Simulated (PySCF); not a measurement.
## Mayer bond orders and bond lengths

Species: C2H10O3SSi3.
Numbering: `[CH3:1][S@@:2](=[O:3])[C@H:4]1[SiH2:5][O:6][Si@@H:7]1[O:8][SiH3:9]` (hydrogens: H10, H11, H12 on C1; H13 on C4; H14, H15 on Si5; H16 on Si7; H17, H18, H19 on Si9)

Structure used (GFN2-xTB), in Å, numbered top down from 1:
```
atom  x, y, z in Å
C1    -2.4282    1.4296   -0.8093
S2    -2.5037   -0.3330   -0.2391
O3    -2.3501   -1.1533   -1.4465
C4    -0.8644   -0.3617    0.5389
Si5   -0.2339   -2.1358    0.9418
O6     0.9614   -1.8926   -0.1796
Si7    0.5544   -0.3848   -0.7472
O8     1.6821    0.7215   -0.4375
Si9    3.1567    1.0165    0.1858
H10   -2.4997    2.0701    0.0621
H11   -3.2741    1.5997   -1.4671
H12   -1.4987    1.5999   -1.3404
H13   -0.8659    0.3736    1.3390
H14   -1.1023   -3.2080    0.5006
H15    0.3687   -2.2725    2.2611
H16    0.3199   -0.4092   -2.1701
H17    3.1177    2.4661    0.3660
H18    3.3124    0.3042    1.4522
H19    4.1379    0.5789   -0.8030
```

Bond orders from the PBE0/pcSseg-1 density (PySCF). Geometry: GFN2-xTB, one conformer, isolated molecule.

(1) How far do the computed orders between heavy atoms stray from the drawn ones?

(2) Set the Mayer orders of the bonds between heavy atoms beside their lengths.

Results:

(1) The largest departure is 0.498, at S2–O3 (drawn double, 1.502). Drawn single, order below 0.88: C4–Si5 (0.834) and Si7–C4 (0.767). Drawn double or triple, more than 0.30 short of the drawn order: S2–O3 (1.502).

(2) 
```
  bond  drawn as  length (Å)  Mayer order
 C1–S2    single       1.854        0.887
 S2–O3    double       1.468        1.502
 S2–C4    single       1.815        0.891
C4–Si5    single       1.925        0.834
Si5–O6    single       1.657        0.959
O6–Si7    single       1.662        0.931
Si7–O8    single       1.610        0.984
O8–Si9    single       1.628        0.892
Si7–C4    single       1.915        0.767
```

By pair of heavy elements: C–S: all 2 within 0.02 of one another (0.887 to 0.891). C–Si: lowest Si7–C4 (0.767, 1.915 Å), highest C4–Si5 (0.834, 1.925 Å); in 1 of the 1 pairs the longer bond (by over 0.003 Å) has the higher order (by 0.02 or more). O–Si: lowest O8–Si9 (0.892, 1.628 Å), highest Si7–O8 (0.984, 1.610 Å); in 2 of the 6 pairs the longer bond (by over 0.003 Å) has the higher order (by 0.02 or more).

Q: And the bonds to hydrogen?

A: C–H: 0.92 to 0.95 (4 bonds); H–Si: 0.91 to 0.93 (6 bonds).

Q: Sum the orders of all bonds at each heavy atom with more than one neighbour and set the sums beside the valence in the SMILES.

A: C1 3.728 (drawn 4), S2 3.280 (drawn 4), C4 3.409 (drawn 4), Si5 3.643 (drawn 4), O6 1.890 (drawn 2), Si7 3.596 (drawn 4), O8 1.876 (drawn 2), Si9 3.686 (drawn 4). Orders between atoms that aren't bonded are not in these sums.

For a closed shell the Mayer order of atoms A and B is Σ (PS)μν (PS)νμ over the basis functions μ on A and ν on B, with P the density and S the overlap matrix.
